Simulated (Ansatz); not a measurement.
`N[C](F)(F)[GeH3]`, relaxed with RKS PBE0-D4/def2-TZVP in Ansatz from a PBE-D4/def2-SVP geometry. The force threshold is 0.005 eV/Å; the program also tests the step.

Charge 0, multiplicity 1.

Start:

```xyz
10

N    -1.095    0.952   -0.810
C    -0.781   -0.008    0.194
F    -1.182    0.510    1.404
F    -1.528   -1.136   -0.062
Ge    1.142   -0.593    0.396
H    -0.598    1.835   -0.647
H    -0.857    0.602   -1.745
H     1.993    0.669    0.699
H     1.307   -1.634    1.529
H     1.600   -1.198   -0.958
```

```csv
step,energy (eV),largest force (eV/Å),largest move (Å)
1,-64548.4236,0.545,0.000
2,-64548.4503,0.206,0.020
3,-64548.4529,0.054,0.007
4,-64548.4531,0.023,0.002
5,-64548.4531,0.012,0.002
6,-64548.4531,0.006,0.002
7,-64548.4531,0.001,0.001
```

End:

```xyz
10

N    -1.083    0.945   -0.805
C    -0.767   -0.010    0.192
F    -1.178    0.504    1.386
F    -1.520   -1.118   -0.058
Ge    1.148   -0.592    0.393
H    -0.602    1.819   -0.642
H    -0.859    0.599   -1.729
H     1.980    0.665    0.697
H     1.291   -1.622    1.519
H     1.589   -1.190   -0.952
```

It took 26 s on 4 threads of an Arm Neoverse V2 on a shared host, with 0.57 GiB of host memory at the peak.
